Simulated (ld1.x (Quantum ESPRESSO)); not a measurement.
PBE RRKJ dataset for beryllium (Be), non-relativistic all-electron reference.

```
Element                 : beryllium
Generator               : ld1.x (Quantum ESPRESSO) 7.5
Type                    : norm-conserving RRKJ (Kleinman–Bylander form)
Functional              : PBE
Relativity              : non-relativistic
Frozen core             : [He]
Valence charge          : 2
Reference configuration : 2s2 2p0
Partial waves           : 2p (bound, empty): rc 4.20 bohr; 3d channel at 0.35 Ry: rc 3.95 bohr; 2s (bound): rc 1.75 bohr
Local potential         : the s channel
Core correction         : a·sin(br)/r model core inside 1.00 bohr
```

Question: Does the generator finish with these settings?

Answer: Yes, a potential is produced and its reference levels are reproduced.

Question: Estimate the cutoffs (Ry, on a coarse ladder) from which the occupation-weighted sum of valence levels, in a spherical-Bessel basis at the reference potential, stays within 10 and 1 mRy of its value at 400 Ry.

Answer: 10 Ry and 30 Ry.

Question: Does the potential have ghost states?

Answer: No extra level below or beside the all-electron valence levels (p, d, s, f tested).

Question: Tests: 2s1 2p0; 2s1.5 2p0; 2s1 2p1; 2s0 2p1; 2s0 2p2. Which has the largest error in its energy relative to the reference configuration, and how large is it?

Answer: 2s0 2p1, with -248 meV (all-electron minus pseudo) on +13.46 eV.
